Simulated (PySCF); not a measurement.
H7NSSi2, SMILES N[SiH2]S[SiH3].

Geometry: B3LYP-D3(BJ)/def2-SVP. One conformer was computed; it need not be the lowest.

Computed with CAM-B3LYP/def2-TZVP in PySCF.

* **total energy**: -1036.26537 hartree
* **highest occupied level**: -8.53 eV
* **lowest empty level**: 0.86 eV
* **orbital gap**: 9.40 eV
* **dipole moment**: 1.01 D
* **quadrupole, principal values (traceless, Buckingham form, about the centre of nuclear charge)**: -7.87, -1.08, 8.95 D·Å
* **mean static polarisability**: 79.7 bohr³ (11.81 Å³)
* **polarisability, principal values**: 65.3, 73.2, 100.6 bohr³
